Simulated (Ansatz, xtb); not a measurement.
# CH6ClF3Si3: 5 structures ranked

5 gas-phase structures of CH6ClF3Si3, from a drawn sample of its isomers (lower ones may exist). Each was relaxed with GFN2-xTB; where two conformers were screened, the lower at r2SCAN-D4/def2-SVP is listed:

A. `FC(F)(F)[SiH]([SiH3])[SiH2]Cl`, a singlet
B. `FC(F)(F)[Si]([SiH3])([SiH3])Cl`, a singlet
C. `FC(F)(F)[SiH2][SiH]([SiH3])Cl`, a singlet
D. `FC(F)(F)[SiH](Cl)[SiH2][SiH3]`, a singlet
E. `FC(F)(F)[SiH2][SiH2][SiH2]Cl`, a singlet

Which do you expect lowest at r2SCAN-D4/def2-SVP, and how would the others follow?

Calculated order at r2SCAN-D4/def2-SVP: D (0.0), E (0.7), B (0.8), A (1.6), C (2.0) kcal/mol. Less than 1 kcal/mol parts D and E; E and B; B and A; A and C, so the order within those pairs means little.

Energies above the lowest of each column, in kcal/mol; the last columns are at PBE-D3(BJ)/def2-SVP geometries:

```json
{"structure": "D", "GFN2-xTB": "3.6", "HF/STO-3G": "2.2", "r2SCAN-D4/def2-SVP": "0.0", "PBE-D3(BJ)/def2-SVP": "0.0", "CCSD(T)/def2-SVP + ΔMP2/def2-TZVPP": "0.0"}
{"structure": "E", "GFN2-xTB": "1.1", "HF/STO-3G": "0.5", "r2SCAN-D4/def2-SVP": "0.7", "PBE-D3(BJ)/def2-SVP": "0.7", "CCSD(T)/def2-SVP + ΔMP2/def2-TZVPP": "0.2"}
{"structure": "B", "GFN2-xTB": "2.7", "HF/STO-3G": "1.1", "r2SCAN-D4/def2-SVP": "0.8", "PBE-D3(BJ)/def2-SVP": "1.2", "CCSD(T)/def2-SVP + ΔMP2/def2-TZVPP": "0.6"}
{"structure": "A", "GFN2-xTB": "0.0", "HF/STO-3G": "0.0", "r2SCAN-D4/def2-SVP": "1.6", "PBE-D3(BJ)/def2-SVP": "1.6", "CCSD(T)/def2-SVP + ΔMP2/def2-TZVPP": "0.8"}
{"structure": "C", "GFN2-xTB": "0.9", "HF/STO-3G": "0.2", "r2SCAN-D4/def2-SVP": "2.0", "PBE-D3(BJ)/def2-SVP": "2.0", "CCSD(T)/def2-SVP + ΔMP2/def2-TZVPP": "1.4"}
```

CCSD(T)/def2-SVP + ΔMP2/def2-TZVPP has A and B and D and E within 1 kcal/mol of each other at the bottom, and every level picks one of them. Flexible structures stand in one conformer each, not always the lowest. ΔMP2 is the change of the MP2 energy from the smaller to the larger basis.

Over these structures GFN2-xTB departs from r2SCAN-D4/def2-SVP by 1.7 kcal/mol on average once a common shift is removed. A GFN2-xTB relaxation took about 0.61 s and the r2SCAN-D4/def2-SVP energy about 9.6 s on a shared host (Ansatz 0.2.0, xtb 6.7.1).
